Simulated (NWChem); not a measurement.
System: SiH2S, singlet; SMILES [SiH]S

NWChem input:

```
start job
memory heap 200 mb stack 900 mb global 1100 mb
geometry units angstroms noautoz
  Si     0.102644     1.169331     0.000000
  H     -1.442525     1.251138     0.000000
  S     -0.063485    -0.972778     0.000000
  H      1.273977    -1.255669     0.000000
end
basis spherical
  Si library def2-svp
  H library def2-svp
  S library def2-svp
end
dft
  xc xpbe96 cpbe96
  iterations 150
  mulliken
end
task dft energy
```

Low-valent species are run as closed-shell singlets; no triplet was tried in these runs. Geometry: optimised at PBE-D3(BJ)/def2-SVP.

### Question
Give the results of this calculation. (PBE/def2-SVP.) Quantities: energy (Ha); highest occupied level (eV); orbital gap (eV); dipole (D).

### Answer
```
Property                      Result
---------------------------  -------
energy (Ha)                  -688.32
highest occupied level (eV)    -5.80
orbital gap (eV)                2.54
dipole (D)                      0.80
```
